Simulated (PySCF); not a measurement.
Basis and Hamiltonian dependence of the ionisation energy of Te⁺

Te⁺ [Kr] 4d10 5s2 5p3 (4S) → Te²⁺ [Kr] 4d10 5s2 5p2 (3P). All values are computed (PySCF 2.14, energy differences of UHF-based or UKS calculations, no spin-orbit coupling). Values in eV.

| basis | Hamiltonian | functions | UHF | r2SCAN | PBE0 | MP2 (valence) | CCSD(T) (valence) | CCSD(T) (valence and next inner shell) |
| --- | --- | --- | --- | --- | --- | --- | --- | --- |
| def2-SVP with the def2 core potential (28 electrons) | ECP | 26 | 18.357 | n/a | n/a | 18.654 | 18.622 | n/a |
| cc-pVTZ-PP with ECP28MDF | ECP | 39 | 18.356 | 19.008 | n/a | 18.782 | 18.790 | n/a |
| aug-cc-pVTZ-PP with ECP28MDF | ECP | 55 | 18.359 | 19.012 | 18.862 | 18.789 | 18.798 | n/a |
| def2-TZVPPD with the def2 core potential (28 electrons) | ECP | 59 | 18.359 | 19.009 | 18.857 | 18.778 | 18.787 | 18.880 |
| x2c-TZVPPall | spin-free X2C | 60 | 18.361 | 18.990 | 18.858 | 18.753 | 18.764 | 18.855 |
| x2c-TZVPall | spin-free X2C | 60 | 18.361 | n/a | n/a | 18.753 | n/a | n/a |
| ANO-RCC-VTZP | spin-free X2C | 68 | 18.435 | 19.070 | 18.930 | 18.861 | 18.876 | 18.979 |
| aug-cc-pVQZ-PP with ECP28MDF | ECP | 92 | 18.356 | 19.014 | 18.858 | 18.827 | 18.835 | n/a |
| aug-cc-pVQZ-DK3 | spin-free X2C | 102 | 18.348 | 18.993 | 18.854 | 18.812 | 18.821 | n/a |
| aug-cc-pwCVTZ-DK3 | spin-free X2C | 109 | 18.336 | 18.988 | 18.847 | 18.772 | 18.784 | n/a |
| aug-cc-pwCVTZ-DK3 with one added diffuse shell each of s, p, d, f type | spin-free X2C | 125 | 18.336 | 18.988 | 18.847 | 18.772 | n/a | n/a |
| x2c-QZVPPall with one added diffuse shell each of s, p, d, f type | spin-free X2C | 128 | 18.345 | 18.994 | 18.855 | 18.808 | n/a | n/a |
| dyall-av2z | non-relativistic | 130 | 18.289 | 18.936 | 18.804 | 18.612 | 18.568 | n/a |

Question: Estimate the row for def2-QZVPPD with the def2 core potential (28 electrons) (ECP, 91 functions).

Answer: From the rows with the same Hamiltonian and similar size; the calculation gives UHF 18.35; r2SCAN 19.01; PBE0 18.85; MP2 (valence) 18.82; CCSD(T) (valence) 18.83 (eV).

Extrapolation of CCSD(T) (valence) from aug-cc-pVTZ-PP with ECP28MDF and aug-cc-pVQZ-PP with ECP28MDF: the correlation parts are 0.439 and 0.479 eV; with the X⁻³ form and unrounded values, (4³ × 0.479 − 3³ × 0.439)/(4³ − 3³) = 0.509 eV, and adding the Hartree-Fock value 18.356 eV of the larger basis gives 18.865 eV.

Frozen in the all-electron rows: valence and next inner shell: [Ar] 3d10; valence: [Kr] 4d10; with a core potential, the same shells as far as they lie outside it.

Non-relativistic rows lack the scalar-relativistic shift.

Between the lowest levels the reference is 18.6 ± 0.4 eV (measured; NIST Atomic Spectra Database, ionization energies); it includes spin-orbit coupling, which these numbers lack.
